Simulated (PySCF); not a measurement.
H3GeO4, charge +2, doublet, geometry from GFN2-xTB of the parent state (a state made from the parent by changing its charge; the spin is typed, not shown lowest); B3LYP/STO-3G (PySCF).

Here is a job for PySCF.
```python
from pyscf import gto, scf, dft

mol = gto.M(
    atom='''
O    -1.503429    0.748209    0.104068
Ge    0.003752    0.054678    0.080688
O    -0.475119   -0.882813   -1.355329
O     1.373870    0.996489   -0.330802
O     0.429700   -0.991999    1.354218
H    -1.326675   -1.320612   -1.309152
H     1.246624    1.642474   -1.024330
H     1.359802   -1.030646    1.574221
''',
    basis='sto-3g',
    charge=2,
    spin=1,
    verbose=4,
)

mf = dft.ROKS(mol)
mf.xc = 'b3lyp'
mf.kernel()
```

Output, abridged:

```
PySCF version 2.14.0

[INPUT] verbose = 4
[INPUT] num. atoms = 8
[INPUT] num. electrons = 65
[INPUT] charge = 2
[INPUT] spin (= nelec alpha-beta = 2S) = 1
[INPUT] symmetry False subgroup None
[INPUT] Mole.unit = angstrom
[INPUT] Symbol           X                Y                Z      unit          X                Y                Z       unit  Magmom
[...]
nuclear repulsion = 437.311569518804
number of shells = 23
number of NR pGTOs = 123
number of NR cGTOs = 41
basis = sto-3g
ecp = {}

******** <class 'pyscf.dft.roks.ROKS'> ********
method = ROKS
initial guess = minao
damping factor = 0
level_shift factor = 0
DIIS = <class 'pyscf.scf.diis.CDIIS'>
diis_start_cycle = 1
diis_space = 8
diis_damp = 0
SCF conv_tol = 1e-09
SCF conv_tol_grad = None
SCF max_cycles = 50
direct_scf = True
direct_scf_tol = 1e-13
num. doubly occ = 32  num. singly occ = 1
XC library pyscf.dft.libxc version 7.1.2
    S. Lehtola, C. Steigemann, M. J. T. Oliveira, and M. A. L. Marques,  SoftwareX 7, 1–5 (2018)
XC functionals = b3lyp
    P. J. Stephens, F. J. Devlin, C. F. Chabalowski, and M. J. Frisch,  J. Phys. Chem. 98, 11623 (1994)
radial grids:
    Treutler-Ahlrichs [JCP 102, 346 (1995); DOI:10.1063/1.469408] (M4) radial grids

becke partition: Becke, JCP 88, 2547 (1988); DOI:10.1063/1.454033
pruning grids: <function nwchem_prune>
grids dens level: 3
symmetrized grids: False
atomic radii adjust function: <function treutler_atomic_radii_adjust>
small_rho_cutoff = 0
Set gradient conv threshold to 3.16228e-05
tot grids = 106392
init E= -2349.90362314385
[...]
cycle= 1 E= -2350.18283319852  delta_E= -0.279  |g|= 0.961  |ddm|=  2.7
[...]
cycle= 2 E= -2346.05936269152  delta_E= 4.12  |g|= 3.16  |ddm|= 3.68
[...]
cycle= 3 E= -2349.29689461623  delta_E= -3.24  |g|= 1.54  |ddm|= 3.24

WARN: HOMO -0.645813540304242 >= LUMO -0.670413655951806

cycle= 4 E= -2349.65362624698  delta_E= -0.357  |g|= 1.58  |ddm|= 2.59

WARN: HOMO -0.0710076517609148 >= LUMO -0.672325655481322

cycle= 5 E= -2348.8917017828  delta_E= 0.762  |g|= 1.39  |ddm|=  3.3
[...]
cycle= 6 E= -2349.66149363741  delta_E= -0.77  |g|= 1.32  |ddm|= 3.42
[...]
cycle= 7 E= -2350.48676590047  delta_E= -0.825  |g|= 0.537  |ddm|= 1.61
[...]
cycle= 8 E= -2349.92524607766  delta_E= 0.562  |g|= 1.15  |ddm|=    2
[...]
cycle= 9 E= -2350.53113873565  delta_E= -0.606  |g|= 0.443  |ddm|= 1.47
[...]
cycle= 10 E= -2350.56628381337  delta_E= -0.0351  |g|= 0.306  |ddm|= 0.896

WARN: HOMO -0.675183623211816 >= LUMO -0.714510317545509

cycle= 11 E= -2350.3045532591  delta_E= 0.262  |g|=  0.7  |ddm|= 1.87
[...]
cycle= 12 E= -2350.61856091913  delta_E= -0.314  |g|= 0.108  |ddm|= 1.46
[...]
cycle= 13 E= -2350.57699736253  delta_E= 0.0416  |g|= 0.334  |ddm|= 0.721
[...]
cycle= 14 E= -2350.53035559571  delta_E= 0.0466  |g|= 0.439  |ddm|= 0.455
[...]
cycle= 15 E= -2350.53279758674  delta_E= -0.00244  |g|= 0.435  |ddm|= 0.0377
[...]
cycle= 16 E= -2350.5326109057  delta_E= 0.000187  |g|= 0.439  |ddm|= 0.181
[...]
cycle= 17 E= -2350.52389854102  delta_E= 0.00871  |g|= 0.459  |ddm|= 0.111
[...]
cycle= 18 E= -2350.53532494082  delta_E= -0.0114  |g|= 0.438  |ddm|= 0.14
[...]
cycle= 19 E= -2350.52794787784  delta_E= 0.00738  |g|= 0.45  |ddm|= 0.162
[...]
cycle= 20 E= -2350.54815215591  delta_E= -0.0202  |g|= 0.402  |ddm|= 0.276
[...]
cycle= 21 E= -2350.61907676294  delta_E= -0.0709  |g|= 0.105  |ddm|= 0.663
[...]
cycle= 22 E= -2350.51753794554  delta_E= 0.102  |g|= 0.477  |ddm|= 1.06
[...]
cycle= 23 E= -2350.53807481088  delta_E= -0.0205  |g|= 0.431  |ddm|= 0.117
[...]
cycle= 24 E= -2350.55941452452  delta_E= -0.0213  |g|= 0.372  |ddm|= 0.13
[...]
cycle= 25 E= -2350.58611196279  delta_E= -0.0267  |g|= 0.284  |ddm|= 0.36
[...]
cycle= 26 E= -2350.58767317844  delta_E= -0.00156  |g|= 0.281  |ddm|= 0.234
[...]
cycle= 27 E= -2350.57656232936  delta_E= 0.0111  |g|= 0.315  |ddm|= 0.123
[...]
cycle= 28 E= -2350.58015939333  delta_E= -0.0036  |g|= 0.307  |ddm|= 0.165
[...]
cycle= 29 E= -2350.60936580362  delta_E= -0.0292  |g|= 0.188  |ddm|= 0.256
[...]
cycle= 30 E= -2350.60175440224  delta_E= 0.00761  |g|= 0.216  |ddm|= 0.353
[...]
cycle= 31 E= -2350.60759796115  delta_E= -0.00584  |g|= 0.183  |ddm|= 0.445
[...]
cycle= 32 E= -2350.60572936703  delta_E= 0.00187  |g|= 0.193  |ddm|= 0.0266

WARN: HOMO -0.661651674655249 >= LUMO -0.718197038789398

cycle= 33 E= -2350.18595459418  delta_E= 0.42  |g|= 0.976  |ddm|= 2.02
[...]
cycle= 34 E= -2350.48007710428  delta_E= -0.294  |g|= 0.546  |ddm|= 1.44
[...]
cycle= 35 E= -2350.48350512109  delta_E= -0.00343  |g|= 0.538  |ddm|= 0.0593
[...]
cycle= 36 E= -2350.50493488607  delta_E= -0.0214  |g|= 0.487  |ddm|= 0.244
[...]
cycle= 37 E= -2350.49915978972  delta_E= 0.00578  |g|= 0.501  |ddm|= 0.0696
[...]
cycle= 38 E= -2350.49433351486  delta_E= 0.00483  |g|= 0.511  |ddm|= 0.0565
[...]
cycle= 39 E= -2350.4951048659  delta_E= -0.000771  |g|= 0.507  |ddm|= 0.175
[...]
cycle= 40 E= -2350.47672324159  delta_E= 0.0184  |g|= 0.56  |ddm|= 0.609
[...]
cycle= 41 E= -2347.72498228516  delta_E= 2.75  |g|= 2.03  |ddm|=  2.6

WARN: HOMO -0.0619096464834886 >= LUMO -0.717535266810007

cycle= 42 E= -2349.57523519685  delta_E= -1.85  |g|= 1.03  |ddm|= 3.63

WARN: HOMO -0.672284322750334 >= LUMO -0.717148047265813

cycle= 43 E= -2350.5296594356  delta_E= -0.954  |g|= 0.411  |ddm|= 2.74

WARN: HOMO -0.659383644587466 >= LUMO -0.707271589383932

cycle= 44 E= -2350.27279536063  delta_E= 0.257  |g|= 0.965  |ddm|= 1.47
[...]
cycle= 45 E= -2350.06849011278  delta_E= 0.204  |g|= 1.17  |ddm|= 1.56
[...]
cycle= 46 E= -2350.41643295084  delta_E= -0.348  |g|= 0.71  |ddm|= 0.606
[...]
cycle= 47 E= -2350.29930084575  delta_E= 0.117  |g|= 0.914  |ddm|= 0.327
[...]
cycle= 48 E= -2350.35356613972  delta_E= -0.0543  |g|= 0.832  |ddm|= 0.199

WARN: HOMO -0.681823153821045 >= LUMO -0.683034068438515

cycle= 49 E= -2350.10789330012  delta_E= 0.246  |g|= 1.05  |ddm|=  1.2
[...]
cycle= 50 E= -2350.21909897617  delta_E= -0.111  |g|= 0.996  |ddm|= 0.89
SCF not converged.
SCF energy = -2350.21909897617
```

Convergence was not reached.
